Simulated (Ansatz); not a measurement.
Computed with Ansatz on PBE0-D4/def2-TZVP structures; ΔE is electronic, products minus reactants. CCSD(T)/CBS is the MP2 limit (def2-TZVPP, def2-QZVPP) plus CCSD(T) − MP2 in def2-TZVPP, frozen cores. This one scheme is used for every species. Functionals use def2-TZVPP. B3LYP here is the variant with VWN-RPA as its local correlation; programs differ in this. Each species was taken in one conformer, which may not be the lowest.

`C=C[SiH](O)[SiH2]O` + H–F → `O[SiH2][SiH](O)F` + ethylene  (ligand exchange at the Si–C bond)

CCSD(T)/CBS gives -1.52 eV.

(1) Another level gave -1.44 eV. Which?
A. PBE-D4/def2-TZVPP
B. CCSD(T)/def2-TZVPP
C. HF/def2-TZVPP
D. B3LYP-D4/def2-TZVPP

Largest T1 diagnostic among the species: 0.012.

Results:

(1) A. PBE-D4 -1.44, CCSD(T)/def2-TZVPP -1.52, B3LYP-D4 -1.56, HF/def2-TZVPP -1.79 eV.

In def2-TZVPP, CCSD(T) changes the Hartree–Fock value by +0.28 eV (the triples alone add +0.04 eV) and MP2 by +0.30 eV. The D4 term adds +0.12 eV with B3LYP and +0.07 eV with PBE0; it sums over pairs of atoms, weighted by their polarisabilities, and B3LYP, whose exchange is more repulsive, gets the larger term.
